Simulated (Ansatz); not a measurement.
```xyz
8

C    -0.1544    0.5728   -1.4067
C     0.4859    0.2593   -0.2872
Si   -0.1426   -0.5887    1.2834
Zn    1.9549   -1.0163    0.2458
H     0.3574    1.0000   -2.2673
H    -1.2315    0.4330   -1.5270
H     0.3367    0.1919    2.4611
H    -1.6064   -0.8520    1.4978
```

Charge 0, multiplicity 1.

**Question.** List the r2SCAN/def2-TZVPP orbital energies in eV (Ansatz). (Best estimate.)

**Answer.** Computed: Occupied: -9435.09, -1791.11, -1144.39, -1007.02, -1006.99, -1006.94, -273.20, -273.13, -141.52, -130.34, -96.43, -96.36, -96.34, -86.16, -86.13, -85.97, -19.60, -15.11, -12.73, -12.11, -12.05, -11.89, -11.85, -11.78, -10.93, -9.89, -8.63, -7.52, -5.99, -5.11. Lowest empty: -3.53, -1.54, -0.49, 0.13, 0.57, 1.31, 1.90, 2.26.
